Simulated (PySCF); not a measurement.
**2-tert-butylfuran, C8H12O**

Geometry:
```tsv
atom	x (Å)	y (Å)	z (Å)
C1	-1.326	-1.556	-0.300
C2	-0.934	-0.075	-0.198
C3	-1.787	0.614	0.866
C4	-1.144	0.608	-1.557
C5	0.514	0.025	0.185
C6	1.182	0.580	1.241
C7	2.574	0.332	1.015
C8	2.645	-0.353	-0.159
O9	1.406	-0.540	-0.663
H10	-2.383	-1.654	-0.596
H11	-0.710	-2.074	-1.049
H12	-1.189	-2.066	0.666
H13	-1.527	1.680	0.959
H14	-1.657	0.141	1.851
H15	-2.852	0.548	0.596
H16	-2.199	0.533	-1.865
H17	-0.874	1.674	-1.507
H18	-0.524	0.135	-2.333
H19	0.735	1.104	2.082
H20	3.410	0.626	1.646
H21	3.468	-0.759	-0.741
```

The calculation used PySCF 2.14.0, quadratic response CAM-B3LYP/aug-cc-pVDZ first hyperpolarisability, Taylor convention, gas phase. Geometry: PBE0-D3(BJ)/def2-SVP.

Q: Give the tensor of the static β(0;0,0) in the axes of these coordinates.

A: In au, Taylor convention; rows are the first index (the induced dipole):
|  | xx | yy | zz | xy | xz | yz |
| --- | --- | --- | --- | --- | --- | --- |
| x | +13.8 | -33.2 | -14.9 | +19.9 | +45.9 | +3.7 |
| y | +19.9 | -35.4 | +11.1 | -33.2 | +3.7 | -15.4 |
| z | +45.9 | -15.4 | -43.1 | +3.7 | -14.9 | +11.1 |

Norm of βᵢ = ⅓ Σⱼ (βᵢⱼⱼ + βⱼᵢⱼ + βⱼⱼᵢ): 36.8 au, hyper-Rayleigh value 40.3 au.
